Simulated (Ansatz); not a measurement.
An input meant for cis-NiH2(NH3)2 (NiN2H8) (charge 0, triplet; atoms displaced at random, 0.03 Å in each coordinate).

```yaml
crystal:
  periodic: [false, false, false]
  atoms:
    - {symbol: Ni, position_ang: [0.579663, 0.571480, -0.038363]}
    - {symbol: H, position_ang: [2.012442, 0.692653, -0.085346]}
    - {symbol: H, position_ang: [0.654592, 2.091013, 0.092826]}
    - {symbol: N, position_ang: [-1.358179, 0.737076, 0.100466]}
    - {symbol: H, position_ang: [-1.555282, 1.291295, 0.931266]}
    - {symbol: H, position_ang: [-1.957878, -0.128079, 0.052429]}
    - {symbol: H, position_ang: [-1.663604, 1.398363, -0.653029]}
    - {symbol: N, position_ang: [0.728478, -1.332010, -0.091434]}
    - {symbol: H, position_ang: [1.397185, -1.649451, 0.620574]}
    - {symbol: H, position_ang: [1.315824, -1.593823, -1.004116]}
    - {symbol: H, position_ang: [-0.036235, -1.999169, -0.119772]}
basis:
  gaussian: {orbitals: def2-SVPD}
magnetization: {spin_polarized: true, initial_magnetization: 2}
hamiltonian: {xc: {name: TPSS}}
scf: {omitted_lower_state_checks: [starts]}
```

```sh
$ ansatz run in.yaml --threads 4 --pin off --events-out ev --progress --plain --max-ram 3916MiB
```

It prints (some lines left out):

```
Error: YAML parse error: error: line 18 column 19: hamiltonian.xc: no functional is named "TPSS"; the names, which are not case-sensitive, are SVWN5, SPW92, PBE, PBE0, PBEsol, revPBE, revPBE0, RPBE, rPW86-PBE, HSE06, wPBEh, LC-wPBE, HISS, HF, BLYP, B3LYP, B3LYP5, BHLYP, CAM-B3LYP, r2SCAN, r2SCANh, r2SCAN0, r2SCAN50, m-r2SCAN, B97, wB97, wB97X, wB97X-V, B97M-V, wB97M-V, B2PLYP, B2GP-PLYP, PBE0-DH, PBE-QIDH
16 |   gaussian: {orbitals: def2-SVPD}
17 | magnetization: {spin_polarized: true, initial_magnetization: 2}
18 | hamiltonian: {xc: {name: TPSS}}
19 | scf: {omitted_lower_state_checks: [starts]}
```

What is wrong with this run?

The method's name isn't one that the program takes here. The program refused the input.
